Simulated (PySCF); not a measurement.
# Radial density of Ca⁺ (calcium, charge +1)

M06-L, [Ar] 4s1, 2S determinant. Calculation: PySCF 2.14, in pcseg-2 (6s4p3d, 33 functions); no relativity, point nucleus.

```
r (bohr)  4πr²ρ (e/bohr)  4πr²(ρα − ρβ)
 0.00151          0.1436         0.0001
 0.00254          0.3901         0.0002
 0.00427           1.029         0.0005
 0.00718           2.593         0.0013
  0.0121           6.029         0.0029
  0.0203           12.28         0.0057
  0.0342           20.11         0.0082
  0.0575           23.34         0.0055
  0.0967           18.48        -0.0027
   0.163           19.15         0.0055
   0.274           24.34         0.0207
   0.460           11.39        -0.0001
   0.774           6.612         0.0581
    1.30           6.228        -0.0058
    2.19           1.200         0.1999
    3.68          0.3431         0.3278
    6.20         0.03733         0.0373
    10.4       0.0002526         0.0003
```

(1) Where is the radial spin density 4πr²(ρα − ρβ) most negative, and why is it negative at all?

## Answers

(1) Around r = 1.30 bohr, down to -0.0058 e/bohr: exchange with the open shell polarises the paired shells in an unrestricted calculation.
